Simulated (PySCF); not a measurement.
FH8N3Si3.
Atom-mapped SMILES: `[F:1][SiH:2]1[NH:3][SiH2:4][NH:5][SiH2:6][NH:7]1`

Cartesian coordinates in Å at the GFN2-xTB level; atoms count from 1:
```xyz
15
FH8N3Si3 angstrom
F     -1.8702   -2.0086    1.4879
Si    -1.2064   -1.2246    0.2404
N      0.4841   -1.5053    0.2959
Si     1.7275   -0.4582   -0.2883
N      0.9437    1.0149   -0.7351
Si    -0.4639    1.7482   -0.0534
N     -1.4714    0.4518    0.4825
H     -1.8707   -1.7742   -0.9340
H      0.7781   -2.4088    0.6232
H      2.3459   -0.9933   -1.5098
H      2.7128   -0.2803    0.7888
H      1.4939    1.6247   -1.3148
H     -0.1611    2.6042    1.1033
H     -1.1112    2.5055   -1.1336
H     -2.3355    0.7119    0.9250
```

Probes without a nucleus sit at each ring's centroid and 1 Å off its mean plane on both sides; NICS is minus the shielding there, NICSzz its component along the normal. Level: GIAO PBE0/pcSseg-1 (PySCF, non-relativistic, gas phase) on the GFN2-xTB geometry, one conformer.

Ring bond lengths (Å), with Mayer bond orders in brackets: Si2–N3 1.715 (0.97), N3–Si4 1.727 (0.94), Si4–N5 1.727 (0.95), N5–Si6 1.727 (0.95), Si6–N7 1.727 (0.95), N7–Si2 1.714 (0.97).

Problem. Give the NICS values of each ring in ppm.

Solution. 
```tsv
ring	type	NICS(0)	NICS(1), two faces	NICS(1)zz, two faces	rms pucker (Å)	centre to ring atoms, mean (Å)
Si2–N3–Si4–N5–Si6–N7	6-membered ring with 3 N and 3 Si; formal bonds all single	-3.3	-0.7 / -1.7	4.3 / 3.0	0.20	1.69
```

Problem. What do they say, and how far can they be read as aromaticity?

Solution. 
- Si2–N3–Si4–N5–Si6–N7: mean NICS(1)zz 3.6 ppm, deshielded. Si2, Si4, Si6 have four or more neighbours, and the NICS criterion for π rings isn't applied.

Problem. What field does 9.4 T along the ring normal induce along that normal at the second NICS(1) probe listed for ring Si2–N3–Si4–N5–Si6–N7, 1 Å off the ring?

Solution. NICSzz × B0 = 3.0 ppm × 9.4 T = 28 μT, along the applied field.
